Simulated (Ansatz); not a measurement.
Program: Ansatz.

Input file:

```yaml
crystal:
  periodic: [false, false, false]
  atoms:
    - { symbol: Al, position_ang: [0.072684, -0.14894, 0.136853] }
    - { symbol: O, position_ang: [-0.079069, -0.85141, 1.732052] }
    - { symbol: H, position_ang: [-0.961272, -1.015551, 2.107949] }
    - { symbol: O, position_ang: [1.672018, -0.039952, -0.553466] }
    - { symbol: H, position_ang: [2.397776, -0.353177, 0.015933] }
    - { symbol: O, position_ang: [-1.223045, 0.243448, -0.96679] }
    - { symbol: H, position_ang: [-2.142394, 0.167037, -0.659048] }
    - { symbol: P, position_ang: [0.267931, 2.892761, 1.228024] }
    - { symbol: H, position_ang: [1.336308, 2.217324, 0.520032] }
    - { symbol: H, position_ang: [-0.717258, 2.452272, 0.260891] }
    - { symbol: H, position_ang: [0.035321, 1.748988, 2.08777] }
basis:
  gaussian: { orbitals: cc-pVDZ }
hamiltonian:
  xc: pbe
  dispersion: d4
neb:
  order_check: false
  images: 0
  f_tol: 0.05
  max_iterations: 8
  max_displacement: 0.02
  optimiser: lbfgs
  final_atoms:
    - { symbol: Al, position_ang: [0.26642274, 0.55673272, 0.29632237] }
    - { symbol: O, position_ang: [-0.11742757, -0.433052, 2.05854345] }
    - { symbol: H, position_ang: [-0.99624139, -0.72380027, 1.68237993] }
    - { symbol: O, position_ang: [1.78887317, -0.0117419, -0.36444344] }
    - { symbol: H, position_ang: [1.8686471, -0.95949954, -0.57443835] }
    - { symbol: O, position_ang: [-1.29581537, -0.22402347, -0.10033367] }
    - { symbol: H, position_ang: [-1.69737098, -0.21356321, -0.98431552] }
    - { symbol: P, position_ang: [0.24326564, 2.81389118, 0.98236425] }
    - { symbol: H, position_ang: [1.49016598, 3.10178623, 0.31030756] }
    - { symbol: H, position_ang: [-0.55867344, 3.19373998, -0.16080301] }
    - { symbol: H, position_ang: [-0.33284588, 0.21233029, 2.76461643] }
  initial_path:
    images:
      - { positions_ang: [[0.072684, -0.14894, 0.136853], [-0.079069, -0.85141, 1.732052], [-0.961272, -1.015551, 2.107949], [1.672018, -0.039952, -0.553466], [2.397776, -0.353177, 0.015933], [-1.223045, 0.243448, -0.96679], [-2.142394, 0.167037, -0.659048], [0.267931, 2.892761, 1.228024], [1.336308, 2.217324, 0.520032], [-0.717258, 2.452272, 0.260891], [0.035321, 1.748988, 2.08777]] }
      - { positions_ang: [[0.07159073, -0.0910346, 0.08044666], [-0.06610952, -0.59419497, 1.8521154], [-0.95633347, -0.82084567, 2.19401447], [1.665224, 0.02701562, -0.64774637], [2.27119491, -0.48961388, -0.32875728], [-1.28911045, 0.15428684, -0.97916639], [-2.05728311, -0.19164333, -0.72685315], [0.17524481, 2.73851618, 1.11783133], [1.05052003, 2.29132676, 1.09020181], [-0.21253377, 2.72702812, 0.2046204], [0.00659585, 1.56195894, 2.05349312]] }
      - { positions_ang: [[0.07049747, -0.03312921, 0.02404031], [-0.05315004, -0.33697994, 1.9721788], [-0.95139494, -0.62614034, 2.28007995], [1.65843, 0.09398324, -0.74202673], [2.14461383, -0.62605075, -0.67344757], [-1.3551759, 0.06512567, -0.99154277], [-1.97217223, -0.55032366, -0.79465829], [0.08255862, 2.58427137, 1.00763866], [0.76473205, 2.36532952, 1.66037161], [0.29219046, 3.00178423, 0.1483498], [-0.0221293, 1.37492987, 2.01921623]] }
      - { positions_ang: [[0.0694042, 0.02477619, -0.03236603], [-0.04019056, -0.07976492, 2.09224221], [-0.94645642, -0.43143501, 2.36614542], [1.651636, 0.16095086, -0.8363071], [2.01803274, -0.76248763, -1.01813785], [-1.42124136, -0.02403549, -1.00391916], [-1.88706134, -0.90900399, -0.86246344], [-0.01012757, 2.43002655, 0.89744599], [0.47894408, 2.43933228, 2.23054142], [0.79691469, 3.27654035, 0.0920792], [-0.05085445, 1.18790081, 1.98493935]] }
      - { positions_ang: [[0.13507705, 0.20209503, 0.07719677], [-0.06593623, -0.19752728, 2.08100929], [-0.96305141, -0.5288901, 2.13822359], [1.69738172, 0.10338661, -0.67901922], [1.96823753, -0.82815826, -0.87023802], [-1.3794327, -0.09069815, -0.702724], [-1.82383122, -0.6771904, -0.9030808], [0.07433683, 2.55798142, 0.92575207], [0.81601804, 2.66015026, 1.59046346], [0.34505198, 3.24894023, 0.00778513], [-0.14485159, 0.86271064, 2.24483171]] }
      - { positions_ang: [[0.20074989, 0.37941387, 0.18675957], [-0.0916819, -0.31528964, 2.06977637], [-0.9796464, -0.62634519, 1.91030176], [1.74312745, 0.04582235, -0.52173133], [1.91844231, -0.8938289, -0.72233818], [-1.33762404, -0.15736081, -0.40152883], [-1.7606011, -0.4453768, -0.94369816], [0.15880124, 2.6859363, 0.95405816], [1.15309201, 2.88096825, 0.95038551], [-0.10681073, 3.2213401, -0.07650894], [-0.23884874, 0.53752046, 2.50472407]] }
      - { positions_ang: [[0.26642274, 0.55673272, 0.29632237], [-0.11742757, -0.433052, 2.05854345], [-0.99624139, -0.72380027, 1.68237993], [1.78887317, -0.0117419, -0.36444344], [1.8686471, -0.95949954, -0.57443835], [-1.29581537, -0.22402347, -0.10033367], [-1.69737098, -0.21356321, -0.98431552], [0.24326564, 2.81389118, 0.98236425], [1.49016598, 3.10178623, 0.31030756], [-0.55867344, 3.19373998, -0.16080301], [-0.33284588, 0.21233029, 2.76461643]] }
```

Command:

```bash
$ ansatz run input.yaml --threads 2 --pin off --max-ram 3072MiB --backend cpu --events-out ev --progress --plain --runs-dir out
```

Q: What happens when this is run?

A: The program refused the input.

```
Error: 2 input errors — fix all and re-run
  1. invalid value for `neb.images`: must be ≥ 1; got 0
  2. invalid value for `neb.initial_path`: its number of entries is 7 where neb.images is 0 — a listed band holds both endpoints and every movable image in path order, neb.images + 2 = 2 entries, and is never re-spaced: set neb.images to 5, or list 2 entries
```
